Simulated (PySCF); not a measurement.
**Pt⁺: ionisation energy**

Pt⁺ [Xe] 4f14 5d9 (2D) → Pt²⁺ [Xe] 4f14 5d8 (3F), as a difference of total energies. Computed with PySCF 2.14 in def2-TZVPPD with the def2 core potential (60 electrons), with a scalar-relativistic core potential. Correlated levels: valence: 5s2 5p6 frozen. The calculations carry no spin-orbit coupling.

```csv
method,ionisation energy (eV)
UHF,16.918
MP2 (valence),18.690
SCS-MP2 (valence),18.575
CCSD (valence),18.468
CCSD(T) (valence),18.583
```

Q: How much does correlation contribute at CCSD(T) (valence)?

A: 18.583 − (16.918) = 1.665 eV, measured against UHF.

The reference lies between the lowest fine-structure levels, while these numbers refer to the centres of the terms.

Errors of the correlated levels include the incompleteness of this basis and the frozen core.

For comparison: 18.56 ± 0.12 eV (measured; NIST Atomic Spectra Database, ionization energies).
